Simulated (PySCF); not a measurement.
LiI⁻: input and log

State: ²Σ⁺ (doublet), unpaired electrons σ ↑.

An equivalent input (the run itself took its basis sets from the Basis Set Exchange, started from a PBE0 density and held the occupation σ 7α 6β, πx 3α 3β, πy 3α 3β, δx 1α 1β, δy 1α 1β):

```python
from pyscf import gto, dft
mol = gto.M(atom='Li 0 0 0; I 0 0 2.57', basis={'Li': 'def2-SVPD', 'I': 'def2-SVPD'}, ecp={'I': 'def2-SVPD'},
            charge=-1, spin=1, verbose=4, symmetry='C2v')
mf = dft.UKS(mol, xc='R2SCAN')
mf.grids.atom_grid = (80, 434)
mf.grids.prune = dft.gen_grid.treutler_prune
mf.irrep_nelec = {'A1': (8, 7), 'A2': (1, 1), 'B1': (3, 3), 'B2': (3, 3)}
mf.conv_tol = 1e-9
mf.max_cycle = 60
mf.diis_space = 10
mf.kernel()
```

The log (some set-up lines and the per-cycle HOMO/LUMO lines removed):

```
******** <class 'pyscf.dft.uks_symm.SymAdaptedUKS'> ********
method = SymAdaptedUKS
damping factor = 0
level_shift factor = 0
DIIS = <class 'pyscf.scf.diis.CDIIS'>
diis_start_cycle = 1
diis_space = 10
diis_damp = 0
SCF conv_tol = 1e-09
SCF conv_tol_grad = None
SCF max_cycles = 60
number electrons alpha = 15  beta = 14
Set gradient conv threshold to 3.16228e-05
init E= -305.42781093474
cycle= 1 E= -305.428045672097  delta_E= -0.000235  |g|= 0.00372  |ddm|= 0.0869
cycle= 2 E= -305.428048984775  delta_E= -3.31e-06  |g|= 0.00172  |ddm|= 0.0112
cycle= 3 E= -305.428050807778  delta_E= -1.82e-06  |g|= 0.00097  |ddm|= 0.00535
cycle= 4 E= -305.428051599861  delta_E= -7.92e-07  |g|= 7.42e-05  |ddm|= 0.00148
cycle= 5 E= -305.428051612435  delta_E= -1.26e-08  |g|= 4.64e-05  |ddm|= 0.000802
cycle= 6 E= -305.428051614169  delta_E= -1.73e-09  |g|= 6.75e-06  |ddm|= 0.000137
cycle= 7 E= -305.428051614245  delta_E= -7.57e-11  |g|= 9.64e-07  |ddm|= 2.97e-05
Extra cycle  E= -305.428051614246  delta_E= -1.02e-12  |g|= 1.06e-06  |ddm|= 1.1e-05
converged SCF energy = -305.428051614246  <S^2> = 0.75023753  2S+1 = 2.0002375
```

Repeating this along the bond gives Re = 2.582 Å and ωe = 344 cm⁻¹.

A point of this curve took 0.6 CPU seconds beside 0.21 for the integrals, on Intel Xeon Platinum 8488C (shared host).

Spin–orbit coupling is left out. The highest Kohn–Sham level is positive in this anion. Much of that is self-interaction error, but it also means that the finite basis helps to hold the extra electron. The state is the lowest determinant that a PBE0 search found; another state may lie lower at other levels.
